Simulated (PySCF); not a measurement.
C₃H₂F₃, SMILES C(C=[CH])(F)(F)F, multiplicity 2.

Geometry: PBE0-D3(BJ)/def2-SVP. The isomer is the one that the SMILES or the coordinates give; other isomers of the formula were not compared.

Method: PySCF 2.14.0 with PBE0-D3(BJ)/def2-SVP.

Harmonic, unscaled wavenumbers; measured fundamentals usually lie a few per cent lower.

Computed vibrational spectrum:
| mode | ν (cm⁻¹) | IR (km/mol) | moving atoms (share of kinetic energy) |
|---|---|---|---|
| 1 | 93 | 1.2 | C 54 %, F 26 %, H 20 % |
| 2 | 251 | 0.4 | F 48 %, C 38 %, H 14 % |
| 3 | 339 | 7.5 | F 53 %, H 33 %, C 14 % |
| 4 | 439 | 2.4 | F 56 %, C 37 % |
| 5 | 538 | 2.2 | F 77 %, H 15 % |
| 6 | 561 | 10.7 | F 66 %, C 28 % |
| 7 | 626 | 17.4 | F 42 %, H 30 %, C 28 % |
| 8 | 721 | 31.0 | H 53 %, C 27 %, F 20 % |
| 9 | 785 | 21.6 | F 47 %, H 35 %, C 18 % |
| 10 | 876 | 0.1 | H 65 %, C 34 % |
| 11 | 904 | 26.1 | F 41 %, C 32 %, H 26 % |
| 12 | 1172 | 62.3 | H 55 %, C 34 %, F 10 % |
| 13 | 1230 | 342.2 | C 77 %, F 23 % |
| 14 | 1300 | 244.3 | C 64 %, H 24 %, F 12 % |
| 15 | 1339 | 270.0 | C 86 %, F 12 % |
| 16 | 1736 | 27.9 | C 94 % |
| 17 | 3124 | 0.3 | H 92 % |
| 18 | 3300 | 6.5 | H 90 %, C 10 % |
